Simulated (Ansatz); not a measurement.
**Energy profile**

The step: BCl₃ ([Cl][B]([Cl])[Cl]) + H₂O + NH₃ → BNH₂Cl₂ ([NH2][B]([Cl])[Cl]) + HCl + H₂O; bonds formed: Cl2–H7, H5–O8; dative contacts that become bonds: B1–N6; bonds broken: B1–Cl2, H5–N6, H7–O8 (atoms numbered as in the saddle structure below).

| atom | x (Å) | y (Å) | z (Å) |
| --- | --- | --- | --- |
| B1 | -0.3759 | -1.2387 | -0.1653 |
| Cl2 | 1.9724 | -0.6967 | 0.1690 |
| Cl3 | -0.1551 | -2.5356 | -1.3556 |
| Cl4 | -0.8415 | -1.6774 | 1.4962 |
| H5 | 0.0253 | 1.2605 | 0.0583 |
| N6 | -0.8843 | 0.0648 | -0.6147 |
| H7 | 1.5342 | 0.6994 | 0.4158 |
| O8 | 0.8208 | 1.7560 | 0.4733 |
| H9 | -0.8909 | 0.1724 | -1.6213 |
| H10 | -1.8104 | 0.2519 | -0.2493 |
| H11 | 0.6054 | 1.9434 | 1.3935 |

Electronic energies by CCSD(T) at an estimated basis limit (MP2 extrapolated from triple and quadruple zeta, plus CCSD(T) − MP2 in triple zeta), on PBE0-D4/def2-TZVP structures; BNH$_{5}$Cl$_{3}$O, singlet; no counterpoise correction. Ansatz 0.2.0; basis: def2-TZVPP and def2-QZVPP; cores frozen in the correlated methods. Extrapolation: Hartree–Fock as exp(−7.88 √X), correlation as X^−2.97.

**Question.** Give the profile in kJ/mol, counted from the separated reactants. (Judge from chemistry; the value comes from the calculation.)

**Answer.** Computed:
```csv
point,kJ/mol
"separated: BCl$_{3}$ (linked as [Cl][B]([Cl])[Cl]; B1, Cl2, Cl3, Cl4; singlet) + NH$_{3}$ (H5, N6, H9, H10; singlet) + H$_{2}$O (H7, O8, H11; singlet)",0.0
start structure,-162.2
saddle,-22.8
end structure,-95.2
"separated: BNH$_{2}$Cl$_{2}$ (linked as [NH2][B]([Cl])[Cl]; B1, Cl3, Cl4, N6, H9, H10; singlet) + HCl (Cl2, H7; singlet) + H$_{2}$O (H5, O8, H11; singlet)",-49.3
```
The saddle lies below the separated reactants: the barrier is submerged.

T1 diagnostic: at most 0.012.

The step is the kind of exchange with an N–H group that builds nitride films in atomic layer and chemical vapour deposition.

For scale, one of the runs: CCSD(T)/def2-TZVPP, 289 basis functions, launched by `ansatz run in.yaml --threads 8 --pin off --events-out ev --progress --plain --max-ram 19148MiB`. The run took 3.2 min on 8 CPU threads of an Arm Neoverse V2 (shared host), with 8.8 GiB of host memory at its peak.
